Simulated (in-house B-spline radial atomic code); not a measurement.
The germanium ion Ge³⁺ is squeezed into an impenetrable sphere of radius R (the orbitals vanish at R). Method: non-relativistic PBE, spin-polarised, spherical fractional occupations, point nucleus. Calculated with an all-electron radial atomic-structure program (B-spline basis).

Energies in eV above the free ion in [Ar] 3d10 4s1:

| R (bohr) | highest level (eV) | [Ar] 3d10 4s1 | [Ar] 3d10 4d1 | [Ar] 3d9 4s1 4f1 | -dE/dV in [Ar] 3d10 4s1 (GPa) |
| --- | --- | --- | --- | --- | --- |
| 9.84 | -40.5 | 0 | 23.46 | 61.12 | 8.31e-08 |
| 5.87 | -40.5 | 0.003506 | 23.82 | 62.77 | 0.0242 |
| 4.84 | -40.4 | 0.05527 | 24.95 | 65.32 | 0.523 |
| 4.39 | -40.3 | 0.1722 | 26.14 | 67.47 | 1.9 |
| 3.82 | -39.6 | 0.6809 | 29.06 | 72.11 | 9.46 |
| 3.25 | -37.5 | 2.554 | 35.29 | 81.2 | 47.8 |
| 2.48 | -25.6 | 15.49 | 59.44 | 114.5 | 528 |
| 2.31 | -19.1 | 23.6 | 71.13 | 130.1 | 960 |
| 1.93 | 9.59 | 64.71 | 121.2 | 195.3 | 4200 |
| 1.47 | 116 | 267.9 | 328.5 | 451.8 | 36400 |

Task: Does [Ar] 3d10 4d1 fall below [Ar] 3d10 4s1 under compression?

Result: No, it stays above over the whole range.

Task: Does [Ar] 3d9 4s1 4f1 fall below [Ar] 3d10 4s1 under compression?

Result: No, it stays above over the whole range.

The highest level is first positive in the row R = 1.93 bohr, pushed up by confinement above the zero of the free ion's potential. Each configuration is held fixed and needn't be the lowest in the sphere.
